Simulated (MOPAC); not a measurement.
A run for MOPAC: AM1 on H10 chain, a point of a bond scan (R = 0.800 Å).

```
AM1 1SCF PRECISE CHARGE=0 THREADS=1
H10

H      0.00000000 1     0.00000000 1     0.00000000 1
H      0.00000000 1     0.00000000 1     0.80000000 1
H      0.00000000 1     0.00000000 1     1.60000000 1
H      0.00000000 1     0.00000000 1     2.40000000 1
H      0.00000000 1     0.00000000 1     3.20000000 1
H      0.00000000 1     0.00000000 1     4.00000000 1
H      0.00000000 1     0.00000000 1     4.80000000 1
H      0.00000000 1     0.00000000 1     5.60000000 1
H      0.00000000 1     0.00000000 1     6.40000000 1
H      0.00000000 1     0.00000000 1     7.20000000 1
```

It printed:

```
*******************************************************************************
 **                                                                           **
 **                              MOPAC v23.2.5                                **
 **                                                                           **
 *******************************************************************************
 ** MOPAC's Digital Object Identifier: https://doi.org/10.5281/zenodo.6511958 **
 **                                                                           **
 ** Please cite the open-source release paper for use of this MOPAC version:  **
 ** J. E. Moussa and J. J. P. Stewart (2026)                                  **
 ** MOPAC: An open-source semiempirical molecular orbital program             **
 ** J. Open Source Softw., 11(119), 8025, https://doi.org/10.21105/joss.08025 **
 *******************************************************************************

                              AM1 CALCULATION RESULTS

 *******************************************************************************
 *  AM1        - The AM1 Hamiltonian to be used
 *
 *
 *
 *                 CHARGE ON SYSTEM = 0
 *
 *
 *
 *  PRECISE    - TIGHTER CRITERIA TO BE USED
 *  1SCF       - DO 1 SCF AND THEN STOP
 *  THREADS=1  - MULTI-THREADING NOT USED
 *  T=         - A TIME OF 172800.0 SECONDS REQUESTED
 *  DUMP=N     - RESTART FILE WRITTEN EVERY 7200.0 SECONDS REQUESTED
 *******************************************************************************
AM1 1SCF PRECISE CHARGE=0 THREADS=1
 H10

   ATOM   CHEMICAL          X               Y               Z
  NUMBER   SYMBOL      (ANGSTROMS)     (ANGSTROMS)     (ANGSTROMS)

     1       H          0.00000000  *   0.00000000  *   0.00000000  *
     2       H          0.00000000  *   0.00000000  *   0.80000000  *
     3       H          0.00000000  *   0.00000000  *   1.60000000  *
     4       H          0.00000000  *   0.00000000  *   2.40000000  *
     5       H          0.00000000  *   0.00000000  *   3.20000000  *
     6       H          0.00000000  *   0.00000000  *   4.00000000  *
     7       H          0.00000000  *   0.00000000  *   4.80000000  *
     8       H          0.00000000  *   0.00000000  *   5.60000000  *
     9       H          0.00000000  *   0.00000000  *   6.40000000  *
    10       H          0.00000000  *   0.00000000  *   7.20000000  *



          CARTESIAN COORDINATES

    NO.       ATOM           X           Y           Z

     1         H          0.0000      0.0000      0.0000
     2         H          0.0000      0.0000      0.8000
     3         H          0.0000      0.0000      1.6000
     4         H          0.0000      0.0000      2.4000
     5         H          0.0000      0.0000      3.2000
     6         H          0.0000      0.0000      4.0000
     7         H          0.0000      0.0000      4.8000
     8         H          0.0000      0.0000      5.6000
     9         H          0.0000      0.0000      6.4000
    10         H          0.0000      0.0000      7.2000

  H: (AM1): M.J.S. DEWAR ET AL, J. AM. CHEM. SOC. 107 3902-3909 (1985)

           Empirical Formula: H10  =    10 atoms



      MOLECULAR POINT GROUP   :   D*h


      RHF CALCULATION, NO. OF DOUBLY OCCUPIED LEVELS = 5


 -------------------------------------------------------------------------------
 AM1 1SCF PRECISE CHARGE=0 THREADS=1
 H10



     1SCF WAS SPECIFIED, SO BFGS WAS NOT USED
     SCF FIELD WAS ACHIEVED


                              AM1 CALCULATION
                                                       MOPAC v23.2.5 Linux




          FINAL HEAT OF FORMATION =        125.62445 KCAL/MOL =     525.61269 KJ/MOL


          COSMO AREA              =         80.03 SQUARE ANGSTROMS
          COSMO VOLUME            =         46.25 CUBIC ANGSTROMS

          IONIZATION POTENTIAL    =          7.567860 EV
          HOMO LUMO ENERGIES (EV) =         -7.568  1.781
          NO. OF FILLED LEVELS    =          5
          MOLECULAR WEIGHT        =         10.0790         POINT GROUP:  D*h

          MOLECULAR DIMENSIONS (Angstroms)

            Atom       Atom       Distance
            H    10    H     1     7.20000
            H    10    H     1     0.00000
            H     1    H     2     0.00000


          SCF CALCULATIONS        =          1





   ATOM   CHEMICAL          X               Y               Z
  NUMBER   SYMBOL      (ANGSTROMS)     (ANGSTROMS)     (ANGSTROMS)

     1       H          0.00000000  *   0.00000000  *   0.00000000  *
     2       H          0.00000000  *   0.00000000  *   0.80000000  *
     3       H          0.00000000  *   0.00000000  *   1.60000000  *
     4       H          0.00000000  *   0.00000000  *   2.40000000  *
     5       H          0.00000000  *   0.00000000  *   3.20000000  *
     6       H          0.00000000  *   0.00000000  *   4.00000000  *
     7       H          0.00000000  *   0.00000000  *   4.80000000  *
     8       H          0.00000000  *   0.00000000  *   5.60000000  *
     9       H          0.00000000  *   0.00000000  *   6.40000000  *
    10       H          0.00000000  *   0.00000000  *   7.20000000  *

                             CARTESIAN COORDINATES

   1    H        0.000000000     0.000000000     0.000000000
   2    H        0.000000000     0.000000000     0.800000000
   3    H        0.000000000     0.000000000     1.600000000
   4    H        0.000000000     0.000000000     2.400000000
   5    H        0.000000000     0.000000000     3.200000000
   6    H        0.000000000     0.000000000     4.000000000
   7    H        0.000000000     0.000000000     4.800000000
   8    H        0.000000000     0.000000000     5.600000000
   9    H        0.000000000     0.000000000     6.400000000
  10    H        0.000000000     0.000000000     7.200000000


           Empirical Formula: H10  =    10 atoms



      MOLECULAR POINT GROUP   :   D*h


                  EIGENVALUES
 -22.05330 -18.75415 -14.69090 -10.78634  -7.56786   1.78084   3.59057   4.88567
   5.63234   5.92003


              NET ATOMIC CHARGES AND DIPOLE CONTRIBUTIONS

  ATOM NO.   TYPE          CHARGE      No. of ELECS.   s-Pop
    1          H          -0.113635        1.1136     1.11363
    2          H           0.094429        0.9056     0.90557
    3          H          -0.011494        1.0115     1.01149
    4          H           0.025298        0.9747     0.97470
    5          H           0.005402        0.9946     0.99460
    6          H           0.005402        0.9946     0.99460
    7          H           0.025298        0.9747     0.97470
    8          H          -0.011494        1.0115     1.01149
    9          H           0.094429        0.9056     0.90557
   10          H          -0.113635        1.1136     1.11363
 DIPOLE           X         Y         Z       TOTAL
 POINT-CHG.     0.000     0.000     0.000     0.000
 HYBRID         0.000     0.000     0.000     0.000
 SUM            0.000     0.000     0.000     0.000


          ATOMIC ORBITAL ELECTRON POPULATIONS

     Atom    s
    1  H   1.11363
    2  H   0.90557
    3  H   1.01149
    4  H   0.97470
    5  H   0.99460
    6  H   0.99460
    7  H   0.97470
    8  H   1.01149
    9  H   0.90557
   10  H   1.11363

 **********************
 *                    *
 * JOB ENDED NORMALLY *
 *                    *
 **********************




 == MOPAC DONE ==
```

The run finished.

Cost: about 0.03 core-seconds (a rough figure).
